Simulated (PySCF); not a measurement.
Two species compared at the same levels of theory.

First species: BH2(NH2).
SMILES: `[H]B([H])N`

Second species: C₅H₁₀GeN₂Si.
SMILES: `[SiH3][NH][GeH2][c]1ccncc1`

Levels: CAM-B3LYP/def2-SVPD for dipole moment, HOMO energy, LUMO energy, HOMO–LUMO gap, static isotropic polarisability and electronic spatial extent ⟨r²⟩ about the centre of nuclear charge; TDDFT CAM-B3LYP/def2-SVPD for lowest singlet excitation; TDA CAM-B3LYP/def2-SVPD for lowest triplet excitation (Tamm–Dancoff); PBE0-D3(BJ)/def2-SVP for rotational constant A and rotational constant C. Geometries: PBE0-D3(BJ)/def2-SVP. All species are isolated and taken at one optimised geometry, non-relativistic unless stated; the electronic structure was computed with PySCF and density fitting.

The conformers computed, where there is a choice (atom-mapped SMILES and torsion angles):
- `[SiH3:1][NH:2][GeH2:3][c:4]1[cH:5][cH:6][n:7][cH:8][cH:9]1`: Si1–N2–Ge3–C4 71°, N2–Ge3–C4–C5 -83°

| property | column X | column Y |
| --- | --- | --- |
| dipole moment | 2.05 D | 1.93 D |
| HOMO energy | -8.58 eV | -10.20 eV |
| LUMO energy | -0.21 eV | 1.12 eV |
| HOMO–LUMO gap | 8.37 eV | 11.32 eV |
| lowest singlet excitation | 4.77 eV | 7.22 eV |
| lowest triplet excitation (Tamm–Dancoff) | 4.12 eV | 6.25 eV |
| static isotropic polarisability | 126.0 au | 26.2 au |
| electronic spatial extent ⟨r²⟩ about the centre of nuclear charge | 2296 bohr² | 88 bohr² |
| rotational constant A | 1.727 GHz | 136.695 GHz |
| rotational constant C | 0.490 GHz | 22.920 GHz |

**Question.** Which column belongs to which species?

**Answer.** Column X is the second species and column Y the first. The first has 6 atoms and 16 electrons, the second 19 and 100.

**Question.** How does each property change from the first species to the second?

**Answer.** dipole moment +0.12 D; HOMO energy +1.62 eV; LUMO energy -1.33 eV; HOMO–LUMO gap -2.95 eV; lowest singlet excitation -2.45 eV; lowest triplet excitation (Tamm–Dancoff) -2.13 eV; static isotropic polarisability +99.8 au; electronic spatial extent ⟨r²⟩ about the centre of nuclear charge +2208 bohr²; rotational constant A -134.968 GHz; rotational constant C -22.430 GHz.

On the first: No computed singlet falls in the visible range (750 to 380 nm, 1.65 to 3.26 eV); S1 lies 3.96 eV above its blue end. The polarisability is 3.89 Å³ as a volume (1 au = 0.148185 Å³), or 1.64 au for each of the 16 electrons.

On the second: No computed singlet falls in the visible range (750 to 380 nm, 1.65 to 3.26 eV); S1 lies 1.51 eV above its blue end. The polarisability is 18.67 Å³ as a volume (1 au = 0.148185 Å³), or 1.26 au for each of the 100 electrons. Relativistic effects, spin–orbit coupling among them, are left out although an element past zinc is present.
